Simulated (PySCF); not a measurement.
## Spin-orbit coupling and the first ionisation energy along the 3d series

Two-component X2C-1e calculated with PySCF 2.14: MP2 on generalised Hartree-Fock spinors (GMP2), with spin-orbit coupling off and on (screened by Boettger's factors); no Breit or QED terms. Values in eV; the references (NIST) lie between the lowest levels. Elements whose determinants are no pure J levels are left out.

```tsv
element	configurations	spin-free	with spin-orbit	shift	reference
Cr (x2c-TZVPall-2c with one added diffuse shell each of s, p, d type, [Ne] frozen)	[Ar] 3d5 4s1 → [Ar] 3d5	6.666	6.666	0.000	6.767
Mn (x2c-TZVPall-2c with one added diffuse shell each of s, p, d type, [Ne] frozen)	[Ar] 3d5 4s2 → [Ar] 3d5 4s1	6.981	6.981	0.000	7.434
Fe (x2c-TZVPall-2c with one added diffuse shell each of s, p, d type, [Ne] frozen)	[Ar] 3d6 4s2 → [Ar] 3d6 4s1	7.451	7.450	-0.001	7.902
Co (x2c-TZVPall-2c with one added diffuse shell each of s, p, d type, [Ne] frozen)	[Ar] 3d7 4s2 → [Ar] 3d8	7.114	7.125	0.011	7.881
Ni (x2c-TZVPall-2c with one added diffuse shell each of s, p, d type, [Ne] frozen)	[Ar] 3d8 4s2 → [Ar] 3d9	6.579	6.630	0.050	7.640
Cu (x2c-TZVPall-2c with one added diffuse shell each of s, p, d type, [Ne] frozen)	[Ar] 3d10 4s1 → [Ar] 3d10	7.478	7.479	0.001	7.726
Zn (x2c-TZVPall-2c with one added diffuse shell each of s, p, d type, [Ne] frozen)	[Ar] 3d10 4s2 → [Ar] 3d10 4s1	9.000	9.000	0.000	9.394
```

The largest shift is at Ni, 0.050 eV, where spin-orbit coupling lowers the species with more electrons by more than the one with fewer (starting occupations 3d3/2^4 3d5/2^4 and 3d3/2^4 3d5/2^5).

What remains against the references is mostly the basis and correlation beyond MP2.
